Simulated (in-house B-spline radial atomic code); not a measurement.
A fraction x of an electron is removed from 3d in Mn³⁺, starting from [Ar] 3d4 and keeping the highest spin. Level of theory: non-relativistic PBE0, spin-polarised, spherical fractional occupations, point nucleus; calculated with an all-electron radial atomic-structure program (B-spline basis).

Caution: exact exchange at fractional occupations of open shells leaves self-interaction of up to several eV.

| x | E(x) - E(0) (eV) | 3d up level (eV) |
| --- | --- | --- |
| 0 | 0.0000 | -44.846 |
| 0.1 | 4.5725 | -46.606 |
| 0.21 | 9.8067 | -48.566 |
| 0.34 | 16.2725 | -50.913 |
| 0.42 | 20.4039 | -52.374 |
| 0.5 | 24.6527 | -53.848 |
| 0.53 | 26.2765 | -54.403 |
| 0.72 | 36.9502 | -57.963 |
| 0.81 | 42.2436 | -59.673 |
| 0.96 | 51.4102 | -62.556 |
| 1 | 53.9280 | -63.331 |

The exact functional would give a straight line between the two integer points. Deviations E(x) - E(0) - x[E(1) - E(0)], in eV: -0.82 at x = 0.1, -1.518 at x = 0.21, -2.063 at x = 0.34, -2.246 at x = 0.42, -2.311 at x = 0.5, -2.305 at x = 0.53, -1.878 at x = 0.72, -1.438 at x = 0.81, -0.361 at x = 0.96.

The curve lies below the straight line by up to 2.311 eV (at x = 0.5): convex, the delocalisation error, to which spherically averaged exact exchange adds.

(1) How well does Slater's transition state (minus the level at half occupation) give the ionisation energy?

## Answers

(1) It gives 53.848 eV against 53.928 eV from the two total energies; NIST lists 51.21 eV, ground level to ground level. The end point has an open shell averaged over its orbitals, so its exact exchange keeps a self-interaction and this is no true integer point.
